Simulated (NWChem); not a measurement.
System: CH$_{3}$ClO$_{3}$Si; SMILES O[Si]1(Cl)OCO1

The following NWChem deck was run.

```
start job
memory heap 200 mb stack 900 mb global 1100 mb
geometry units angstroms noautosym nocenter noautoz
  O      1.883309    -0.424826     0.000000
  Si     0.301622    -0.034598     0.000000
  Cl    -0.679475    -1.809266     0.000000
  O     -0.248573     1.106457    -1.100637
  C     -0.688643     1.893092     0.000000
  O     -0.248573     1.106457     1.100637
  H      2.513246     0.303642     0.000000
  H     -0.204771     2.885880     0.000000
  H     -1.787339     2.001742     0.000000
end
basis spherical
  * library def2-svp
end
dft
  xc b3lyp
  iterations 150
  mulliken
end
task dft energy
esp
  recalculate
  probe 0.07
  range 0.3
  factor 1.0
  spacing 0.02
end
task esp
```

Output (shortened):

```
             Northwest Computational Chemistry Package (NWChem) 7.3.0
             --------------------------------------------------------

                             Geometry "geometry" -> ""
                             -------------------------

 Output coordinates in angstroms (scale by  1.889725989 to convert to a.u.)

  No.       Tag          Charge          X              Y              Z
 ---- ---------------- ---------- -------------- -------------- --------------
    1 O                    8.0000     1.88330900    -0.42482600     0.00000000
    2 Si                  14.0000     0.30162200    -0.03459800     0.00000000
    3 Cl                  17.0000    -0.67947500    -1.80926600     0.00000000
    4 O                    8.0000    -0.24857300     1.10645700    -1.10063700
    5 C                    6.0000    -0.68864300     1.89309200     0.00000000
    6 O                    8.0000    -0.24857300     1.10645700     1.10063700
    7 H                    1.0000     2.51324600     0.30364200     0.00000000
    8 H                    1.0000    -0.20477100     2.88588000     0.00000000
    9 H                    1.0000    -1.78733900     2.00174200     0.00000000

 Effective nuclear repulsion energy (a.u.)     396.2391912899

                                 NWChem DFT Module
                                 -----------------

 Summary of "ao basis" -> "ao basis" (spherical)
 ------------------------------------------------------------------------------
       Tag                 Description            Shells   Functions and Types
 ---------------- ------------------------------  ------  ---------------------
 O                          def2-svp                 6       14   3s2p1d
 Si                         def2-svp                 8       18   4s3p1d
 Cl                         def2-svp                 8       18   4s3p1d
 C                          def2-svp                 6       14   3s2p1d
 H                          def2-svp                 3        5   2s1p

            General Information
            -------------------
          SCF calculation type: DFT
          Wavefunction type:  closed shell.
          No. of atoms     :     9
          No. of electrons :    64
           Alpha electrons :    32
            Beta electrons :    32
          Charge           :     0
          Spin multiplicity:     1
          Use of symmetry is: off; symmetry adaption is: off
          Maximum number of iterations: 150
          AO basis - number of functions:   107
                     number of shells:    49
          Convergence on energy requested:  1.00D-06
          Convergence on density requested:  1.00D-05
          Convergence on gradient requested:  5.00D-04

              XC Information
              --------------
                         B3LYP Method XC Potential
                     Hartree-Fock (Exact) Exchange  0.200
                        Slater Exchange Functional  0.800 local
                    Becke 1988 Exchange Functional  0.720 non-local
              Lee-Yang-Parr Correlation Functional  0.810
                  VWN I RPA Correlation Functional  0.190 local

             Grid Information
             ----------------
          Grid used for XC integration:  medium
          Radial quadrature: Mura-Knowles
          Angular quadrature: Lebedev.
          Tag              B.-S. Rad. Rad. Pts. Rad. Cut. Ang. Pts.
          ---              ---------- --------- --------- ---------
          O                   0.60       49          11.0       434
          Si                  1.10       88           9.0       590
          Cl                  1.00       88          12.0       590
          C                   0.70       49          10.0       434
          H                   0.35       45          12.0       434
          Grid pruning is: on
          Number of quadrature shells:   507
          Spatial weights used:  Erf1

      Superposition of Atomic Density Guess
      -------------------------------------

 Sum of atomic energies:       -1011.25817270

[...]

                     NWChem Electrostatic Potential Fit Module
                     -----------------------------------------

 Atom parameters

 Number of atoms is                                    9
 Number of basis functions is                        107

 Grid parameters

 Maximum number of grid points is                  38118
 Number of grid points is                          38117
 Grid range                                     0.300000 nm
 Grid spacing                                   0.020000 nm
 Probe radius                                   0.070000 nm
 Atom radius factor                             1.000000

 Atomic radii

    1    0.100000
    6    0.147000
    8    0.136000
   14    0.187000
   17    0.169000
 FASTESP  F
  using M.O. file = ./job.movecs

    Atom              Coordinates                           Charge

                                                  ESP

    1 O     0.188331   -0.042483    0.000000   -0.675252
    2 Si    0.030162   -0.003460    0.000000    1.136192
    3 Cl   -0.067948   -0.180927    0.000000   -0.201518
    4 O    -0.024857    0.110646   -0.110064   -0.614309
    5 C    -0.068864    0.189309    0.000000    0.567664
    6 O    -0.024857    0.110646    0.110064   -0.614323
    7 H     0.251325    0.030364    0.000000    0.428435
    8 H    -0.020477    0.288588    0.000000   -0.007512
    9 H    -0.178734    0.200174    0.000000   -0.019375
                                            ------------
                                                0.000000

 Dipole moment                                  0.872118

 Quadrupole moment Qxx                          9.649056
                   Qyy                         -0.658709
                   Qzz                         -8.990347

 RMS deviation kJ/mol                           0.057140

 RRMS %                                        22.897457
```

Level: B3LYP/def2-SVP. Coordinates come from a PBE0/def2-SVP optimisation. B3LYP is NWChem's, with the RPA form of VWN correlation.
